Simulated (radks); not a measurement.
All-electron atom: S IV in [Ne] 3s2 3p1. Calculated with a radial shooting solver on a logarithmic mesh with Libxc functionals: non-relativistic Kohn-Sham, Slater X-alpha with alpha = 0.588, spin-unpolarised, spherical densities, point nucleus.

X-ray form factor f0, the Fourier transform of the density (f0(0) = 13):

sin(theta)/lambda (1/angstrom)  f0 (electrons)
0.05                                    12.804
0.1                                     12.264
0.15                                    11.499
0.2                                     10.649
0.25                                     9.824
0.3                                      9.087
0.4                                      7.905
0.5                                      6.985
0.6                                      6.172
0.8                                      4.693
1                                        3.498
1.25                                     2.492
1.5                                      1.913
2                                        1.402
